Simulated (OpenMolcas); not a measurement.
# Ni7+, Pd7+, Pt7+: d³ down the group

- Program: OpenMolcas 26.06
- Method: CASSCF
- Basis: ANO-RCC-VQZP
- Scalar Hamiltonian: DKH2, point nucleus
- Spin-orbit coupling: state interaction with AMFI integrals over the reference wave functions, term energies averaged over their components

Active space for each ion: 3 electrons in 10 orbitals (d d).

Computed levels in cm-1 above ⁴F_3/2:

```tsv
Level	Ni7+	Pd7+	Pt7+
⁴F_5/2	945	2245	9341
⁴F_7/2	2202	4913	16530
⁴F_9/2	3719	7753	20916
⁴P_1/2	27996	19817	24268
²G_7/2	28999	22511	32711
⁴P_5/2	29530	23277	35320
²G_9/2	30168	23675	52828
²P_3/2	38067	35815	58555
²P_1/2	38206	29356	42517
weight of ⁴F in the lowest level (%)	100	98	81
```

Mixed levels, with the weight of the term that names them: Ni7+ ²P_3/2 (64 %), Pd7+ ²G_9/2 (63 %), Pd7+ ²P_3/2 (54 %), Pt7+ ⁴F_9/2 (52 %), Pt7+ ⁴P_1/2 (72 %), Pt7+ ²G_9/2 (59 %), Pt7+ ²P_3/2 (58 %), Pt7+ ²P_1/2 (72 %).

Measured, with the error of the calculation in %. Measured levels: Ni7+ from Corliss and Sugar, J. Phys. Chem. Ref. Data 10, 197 (1981).

```json
{"Level": "⁴F_5/2", "Ni7+": "1012 (-6.7)"}
{"Level": "⁴F_7/2", "Ni7+": "2184 (+0.8)"}
{"Level": "⁴F_9/2", "Ni7+": "3721 (0)"}
{"Level": "⁴P_1/2", "Ni7+": "23261 (+20.4)"}
{"Level": "⁴P_5/2", "Ni7+": "24669 (+19.7)"}
```

The fine-structure level ⁴F_9/2 changes by a factor of 5.62 from Ni7+ to Pt7+.

Without spin-orbit coupling ⁴P lies 26826, 17395, 15533 cm-1 above ⁴F in that order; the difference to the level ⁴P_1/2, of either sign, comes from spin-orbit coupling, which also lowers the zero.

Without dynamic correlation excited terms often stand tens of per cent too high (terms of higher spin than the ground term too low), and those without a measured partner can miss by more than the paired ones. Active for correlation alone: 4d; no level in the range computed is led by a configuration that fills it, so any true level of that kind is missing (holds for Ni7+). Active for correlation alone: 5d; no level in the range computed is led by a configuration that fills it, so any true level of that kind is missing (holds for Pd7+). Active for correlation alone: 6d; no level in the range computed is led by a configuration that fills it, so any true level of that kind is missing (holds for Pt7+). Computed and measured levels are paired by configuration, term and J; levels that our copy of the source lacks, or whose pairing is in doubt (as where it misses far off the trend of its configuration), stay unpaired and out of the deviations. Levels of configurations outside the active space are missing.
